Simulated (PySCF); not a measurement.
A geometry optimisation on `BNBC=C`.

Method: PBE0-D3(BJ)/def2-SVP geometry optimisation, gas phase (PySCF 2.14.0). Start geometry: GFN2-xTB. The input is one job of a driver script: a line of settings, then coordinates in Å.

Command:
```bash
OMP_NUM_THREADS=1 python probes_run.py task.json out
```

Input:
```
{"job": {"xc": "PBE0", "basis": "def2-SVP", "d3": "d3bj", "grid": 1, "shake": 0.01, "kind": "geom"}, "charge": 0, "multiplicity": 1}
B      2.564670     0.226460    -0.158130
N      1.250360    -0.308830    -0.086800
B     -0.012790     0.356150    -0.007190
C     -1.265370    -0.481400     0.074120
C     -2.523220     0.030770     0.147090
H      3.471240    -0.453650    -0.230100
H      2.671150     1.412860    -0.160340
H      1.222260    -1.310570    -0.094040
H     -0.017490     1.533440     0.031640
H     -1.230590    -1.571620     0.075210
H     -3.424550    -0.567630     0.217880
H     -2.665980     1.105750     0.181630
```

Output:
```
step   0  E = -184.54085539  max force = 0.044869
step   1  E = -184.54657765  max force = 0.010558
step   2  E = -184.54691891  max force = 0.002569
step   3  E = -184.54703889  max force = 0.001881
step   4  E = -184.54707087  max force = 0.001293
step   5  E = -184.54708529  max force = 0.001269
step   6  E = -184.54710033  max force = 0.000323
step   7  E = -184.54710526  max force = 0.000524
step   8  E = -184.54710581  max force = 0.000124
optimisation converged
```

Energies in Eh; «max force» is the largest Cartesian gradient component in Eh/bohr.

Give the first gradient maximum in eV/Å.

With 1 Eh/bohr = 51.422 eV/Å, 2.307 eV/Å.

How much energy does the optimisation release, in kcal/mol?

E(step 0) − E(last step) = 0.006250 Eh, which is 3.9 kcal/mol.

In short: final energy -184.54711 Eh after 8 steps; dipole 1.93 D.

Give the final coordinates.

0.082 Å rms from the input after alignment:
```
atom  x, y, z in Å
B1     2.5229    0.2362   -0.3542
N2     1.2605   -0.3826   -0.1930
B3     0.0098    0.2767    0.0121
C4    -1.3136   -0.5152    0.1734
C5    -2.4866    0.1122    0.3561
H6     3.5048   -0.4510   -0.5207
H7     2.5925    1.4410   -0.3214
H8     1.2408   -1.3986   -0.2264
H9     0.0072    1.4859    0.0565
H10   -1.3238   -1.6141    0.1380
H11   -3.4355   -0.4237    0.4695
H12   -2.5371    1.2060    0.3995
```

Time: 29 s wall; peak memory 0.42 GiB. Hardware: one thread, Arm Neoverse V1 (aarch64), no GPU, on a shared host.
Labels such as C1 count atoms from 1, the log's own numbers from 0.
